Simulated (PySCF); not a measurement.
Input of a response calculation (the driver script's job line, then coordinates in Å):

```
{"job": {"kind": "uv", "xc": "CAM-B3LYP", "basis": "def2-SVPD", "nstates": 8, "ntriplets": 3}, "charge": 0, "multiplicity": 1}
C      3.114755     0.236929     0.785856
C      2.024679     0.284450    -0.130830
N      1.149785     0.340985    -0.870725
Ga    -0.416524    -0.038851    -2.058156
C     -1.875133     0.716329    -0.936445
N     -1.550716     0.041712     0.093161
C     -2.299359     0.136692     1.315957
H      2.989007     1.010013     1.544191
H      4.049724     0.403498     0.250391
H      3.141870    -0.741340     1.266224
H     -0.295862    -1.564767    -1.960432
H      0.153177     0.620842    -3.342266
H     -2.746935     1.392879    -0.898987
H     -3.131693     0.849889     1.247113
H     -1.626114     0.439619     2.120438
H     -2.688260    -0.852452     1.563099
```

Level of theory: TDDFT CAM-B3LYP/def2-SVPD, vertical, gas phase, core orbitals frozen in the response (PySCF). Job line and output are in the format of a driver script around the code.

Give the output.

```
coarse grid: 60624 points
cycle   1  E = -2191.5867203586  dE =  3.040e-01  |g| = 6.460e-01  |ddm| = 6.091e+00
cycle   2  E = -2191.5068876690  dE =  7.983e-02  |g| = 9.553e-01  |ddm| = 1.696e+00
cycle   3  E = -2191.6686776444  dE = -1.618e-01  |g| = 1.467e-01  |ddm| = 9.563e-01
cycle   4  E = -2191.6719922624  dE = -3.315e-03  |g| = 6.244e-02  |ddm| = 1.969e-01
cycle   5  E = -2191.6726414548  dE = -6.492e-04  |g| = 1.205e-02  |ddm| = 8.528e-02
cycle   6  E = -2191.6726680600  dE = -2.661e-05  |g| = 5.642e-03  |ddm| = 2.186e-02
cycle   7  E = -2191.6726750439  dE = -6.984e-06  |g| = 1.505e-03  |ddm| = 8.877e-03
final grid: 128456 points
cycle   8  E = -2191.6726902724  dE =  2.503e-07  |g| = 2.003e-03  |ddm| = 5.334e-03
cycle   9  E = -2191.6726892319  dE =  1.040e-06  |g| = 3.048e-03  |ddm| = 5.396e-03
cycle  10  E = -2191.6726910904  dE = -1.859e-06  |g| = 1.787e-04  |ddm| = 3.155e-03
cycle  11  E = -2191.6726910963  dE = -5.864e-09  |g| = 4.543e-05  |ddm| = 2.843e-04
cycle  12  E = -2191.6726910969  dE = -5.857e-10  |g| = 2.058e-05  |ddm| = 9.647e-05
converged SCF energy = -2191.6726910969

Static polarisability (au): isotropic 94.696, principal 75.702 101.434 106.952

Singlet excitations
state   eV       nm        f      main configurations
  1   4.1200    300.9   0.00155   H->L+3 0.85
  2   5.1028    243.0   0.00803   H->L+1 0.66, H->L 0.27
  3   5.1992    238.5   0.01039   H->L+2 0.80, H->L+1 0.10
  4   5.6226    220.5   0.00338   H->L 0.52, H->L+1 0.19, H->L+2 0.15
  5   6.1103    202.9   0.01134   H-1->L+1 0.64, H-1->L+2 0.18
  6   6.1831    200.5   0.05288   H->L+4 0.32, H->L+5 0.18, H-1->L 0.12
  7   6.2954    196.9   0.09457   H-1->L+3 0.30, H->L+4 0.17, H-1->L 0.16
  8   6.3004    196.8   0.03594   H-1->L+2 0.50, H-1->L+3 0.31

Triplet excitations (Tamm-Dancoff, eV): 3.3414 4.7284 5.0413
```

One conformer (not necessarily the lowest) at the GFN2-xTB geometry, without solvent, vibrations or thermal averaging. The CAM-B3LYP/def2-SVPD calculation is non-relativistic and has no spin–orbit coupling, an omission that weighs most on gallium.

The SCF starts on a coarse grid; the energy jumps when the final grid takes over, and dE counts afresh there. H and L stand for HOMO and LUMO.

On one thread of an Intel Xeon Platinum 8259CL at 2.50 GHz (shared host), this took 1.8 min of wall time and 1.1 GiB of memory at its peak.

The values belong to the conformer `[CH3:1][C:2]#[N+:3][GaH2-:4]/[CH:5]=[N:6]/[CH3:7]`: N3–Ga4–C5–N6 -53°.
